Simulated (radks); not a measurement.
Spin polarisation of the 3d6 shell in the cobalt ion Co3+. Start: [Ar] 3d(up 3, down 3); electrons of 3d are moved from spin down to spin up, other shells keep equal spins. All-electron calculation, scalar-relativistic Kohn-Sham, PBE, spin-polarised, spherical densities, point nucleus. Program: a radial shooting solver on a logarithmic mesh with Libxc functionals.

\begin{tabular}{lrrrrr}
moment (Bohr magnetons) & E - E(0) (eV) & e(3d up) (eV) & e(3d down) (eV) & 3p down minus up (eV) & 3s down minus up (eV) \\ \hline
0 & 0.000 & -45.166 & -45.166 & 0.000 & 0.000 \\
1 & -0.281 & -45.697 & -44.573 & 1.186 & 1.209 \\
2 & -1.125 & -46.168 & -43.917 & 2.375 & 2.422 \\
3 & -2.533 & -46.578 & -43.195 & 3.571 & 3.641 \\
4 & -4.509 & -46.927 & -42.404 & 4.777 & 4.870 \\
\end{tabular}

At moment 4 the spin-polarisation energy is -4.509 eV and the 3d exchange splitting 4.522 eV, that is 1.131 eV per Bohr magneton; E = -I m^2/4 would give I = 1.127 eV.
